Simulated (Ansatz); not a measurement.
`C#[C][GeH]([NH2])[SH]`. Total charge 0; spin multiplicity 1. The geometry is a stationary point of PBE0-D4/def2-TZVP. It is one conformer, not always the lowest.

```xyz
10

C     1.338    1.072    1.791
C     0.786    0.669    0.797
Ge   -0.101    0.019   -0.764
N    -1.900   -0.230   -0.589
S     0.718   -2.000   -1.167
H     1.825    1.430    2.669
H     0.117    1.015   -1.909
H    -2.445    0.621   -0.569
H    -2.166   -0.820    0.188
H     1.829   -1.776   -0.447
```

Q: What is the dipole moment at PBE/def2-TZVPP? (An estimate is asked.)

A: The calculation gave: 2.10 D, with components (-0.21, 1.38, 1.56) D in this frame, pointing from negative to positive charge.

Q: And with r2SCAN, B3LYP, ωB97M-V? (An estimate is asked.)

A: Ansatz gave: r2SCAN 2.21 D, B3LYP 2.18 D, ωB97M-V 2.24 D.

Q: Give the Mulliken charges with PBE, B3LYP, r2SCAN in def2-TZVPP. (Estimate.)

A: The calculation gave: 
```csv
atom,PBE,B3LYP,r2SCAN
C1,-0.17,-0.14,-0.23
C2,-0.19,-0.28,-0.16
Ge3,0.42,0.48,0.50
N4,-0.37,-0.38,-0.41
S5,-0.31,-0.31,-0.32
H6,0.20,0.24,0.21
H7,0.01,0.01,0.01
H8,0.14,0.13,0.14
H9,0.15,0.13,0.15
H10,0.13,0.12,0.12
```

B3LYP here is the variant with VWN-RPA as its local correlation; programs differ in this.
